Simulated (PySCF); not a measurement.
## Mass spectrum arithmetic for `[CH2][C@@H](C)c1ncno1`

Species: `n1oc(nc1)[C@H](C)[CH2]` [radical].

Calculated from isotope tables alone.

(1) Molar mass and exact mass?

(2) What cluster does the singly charged cation M+ show when like nominal masses merge?

(3) How much CO2 and H2O would complete combustion of 5.00 mg give?

(4) What resolving power m/Δm just matches the spacing of the species with one 15N and with one 13C?

(5) Elemental analysis, calculated?

(6) Which singly substituted isotopologues are there?

Answers

(1) For C5H7N2O, with standard atomic weights, 5 × 12.011 + 2 × 14.007 + 1 × 15.999 + 7 × 1.008 = 111.124 g/mol. From the most abundant isotopes (12C, 14N, 16O, 1H), 5 × 12.000000 + 2 × 14.003074 + 1 × 15.994915 + 7 × 1.007825 = 111.0558 u.

(2) 
```json
{"nominal mass": "111", "m/z (centroid)": "111.0553", "relative intensity": "100.0"}
{"nominal mass": "112", "m/z (centroid)": "112.0579", "relative intensity": "6.3"}
{"nominal mass": "113", "m/z (centroid)": "113.0599", "relative intensity": "0.4"}
```

Cut off at 0.1 %. One electron mass, 0.00055 u, is taken off.

(3) 44.99 μmol of compound give 9.90 mg CO2 and 2.84 mg H2O.

(4) They lie 0.00632 u apart at mass 112.05, so m/Δm is about 18000.

(5) C 54.04 %, N 25.21 %, O 14.40 %, H 6.35 %.

(6) Intensity in % of the monoisotopic species:

| isotope | mass shift (u) | m/z | intensity (%) |
| --- | --- | --- | --- |
| 15N | +0.99703 | 112.0523 | 0.74 |
| 13C | +1.00335 | 112.0586 | 5.41 |
| 17O | +1.00422 | 112.0595 | 0.04 |
| 2H | +1.00628 | 112.0616 | 0.08 |
| 18O | +2.00425 | 113.0595 | 0.21 |

Species under 0.02 % are left out.
